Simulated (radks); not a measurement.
Q: The cadmium ion Cd+, [Kr] 4d10 5s1. Calculated with a radial shooting solver on a logarithmic mesh with Libxc functionals: non-relativistic Kohn-Sham, r2SCAN, spin-polarised, spherical densities, point nucleus; meta-GGA in the generalised Kohn-Sham scheme. Every spin shell is full or empty, so the densities are truly spherical. Functionals are evaluated on that one density, not self-consistently. Rank these exchange functionals by their error against the exact value of the orbitals, and give that value: LDA, B88, PBE, AM05, B86b, SCAN, MS2, TASK.

A: Exact: -148.711 hartree. From best to worst, with 100 (|E| - |E exact|)/|E exact| (equal figures are ties): B86b 0.00, B88 +0.02, SCAN +0.18, PBE -0.43, MS2 -0.57, TASK -2.25, AM05 -4.59, LDA -4.94.
